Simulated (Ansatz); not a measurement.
Cartesian coordinates (Å):
SMILES: C(=CC=C)=C
```xyz
11

C      2.5471    -0.1926     0.0391
C      1.3217     0.1030     0.3479
C      0.0845     0.3992     0.6555
C     -1.0772    -0.2515     0.0743
C     -2.3335     0.0563     0.3910
H      3.0982    -0.9547     0.5823
H      3.0625     0.3133    -0.7722
H     -0.0940     1.1811     1.3916
H     -0.8774    -1.0290    -0.6573
H     -3.1715    -0.4538    -0.0670
H     -2.5604     0.8287     1.1185
```
Charge 0, multiplicity 1.

The numbers are results of frozen-core CCSD(T)/def2-TZVPP // PBE0-D3(BJ)/def2-TZVP run with Ansatz (a program for electronic structure), not measurements. The restricted HF reference is unstable towards unrestricted orbitals.

- HF energy = -192.82342 Ha
- MP2 correlation energy = -0.78961 Ha

Estimate the CCSD correlation energy, the (T) correction, the total energy and the T1 diagnostic.


* **CCSD correlation energy**: -0.82754 Ha
* **(T) correction**: -0.04105 Ha
* **CCSD(T) total energy**: -193.69202 Ha
* **T1 diagnostic**: 0.012
